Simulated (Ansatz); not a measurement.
Correlation energies of `C[Si](F)(F)CO` by basis set

```json
{"atom": "C1", "x (Å)": "-0.7059", "y (Å)": "-1.4847", "z (Å)": "-0.5851"}
{"atom": "Si2", "x (Å)": "-0.6944", "y (Å)": "0.2889", "z (Å)": "-0.0943"}
{"atom": "F3", "x (Å)": "-0.6818", "y (Å)": "1.1938", "z (Å)": "-1.4135"}
{"atom": "F4", "x (Å)": "-2.0340", "y (Å)": "0.6489", "z (Å)": "0.6911"}
{"atom": "C5", "x (Å)": "0.7869", "y (Å)": "0.8368", "z (Å)": "0.9053"}
{"atom": "O6", "x (Å)": "1.9706", "y (Å)": "0.7234", "z (Å)": "0.1171"}
{"atom": "H7", "x (Å)": "-1.5210", "y (Å)": "-1.6910", "z (Å)": "-1.2821"}
{"atom": "H8", "x (Å)": "-0.8303", "y (Å)": "-2.1278", "z (Å)": "0.2892"}
{"atom": "H9", "x (Å)": "0.2385", "y (Å)": "-1.7447", "z (Å)": "-1.0687"}
{"atom": "H10", "x (Å)": "0.9286", "y (Å)": "0.1862", "z (Å)": "1.7728"}
{"atom": "H11", "x (Å)": "0.6533", "y (Å)": "1.8526", "z (Å)": "1.3021"}
{"atom": "H12", "x (Å)": "1.8895", "y (Å)": "1.3176", "z (Å)": "-0.6340"}
```

Total charge 0; spin multiplicity 1. All single points use the PBE0-D4/def2-TZVP geometry. It is one conformer, not always the lowest. Frozen core, restricted reference, the Gaussian-basis code of Ansatz. CBS rows extrapolate triple and quadruple zeta; past MP2 they add the triple-zeta difference.

```json
{"basis": "def2-SVP", "HF (Eh)": "-641.66757", "MP2 corr.": "-0.93085", "CCSD corr.": "-0.97492", "(T)": "?", "CCSD(T) total": "?"}
{"basis": "def2-TZVPP", "HF (Eh)": "-642.22413", "MP2 corr.": "-1.20398", "CCSD corr.": "?", "(T)": "-0.04114", "CCSD(T) total": "?"}
{"basis": "def2-QZVPP", "HF (Eh)": "?", "MP2 corr.": "-1.30481", "CCSD corr.": "–", "(T)": "–", "CCSD(T) total": "–"}
{"basis": "CBS(def2)", "HF (Eh)": "-642.25401", "MP2 corr.": "-1.37950", "CCSD corr.": "?", "(T)": "as TZ", "CCSD(T) total": "?"}
```

Question: Fill in the withheld values. (Estimate.)

Answer: Ansatz gave: def2-SVP (T): -0.02039; def2-SVP CCSD(T) total: -642.66288; def2-TZVPP CCSD corr.: -1.23671; def2-TZVPP CCSD(T) total: -643.50198; def2-QZVPP HF (Eh): -642.25039; CBS(def2) CCSD corr.: -1.41222; CBS(def2) CCSD(T) total: -643.70737.
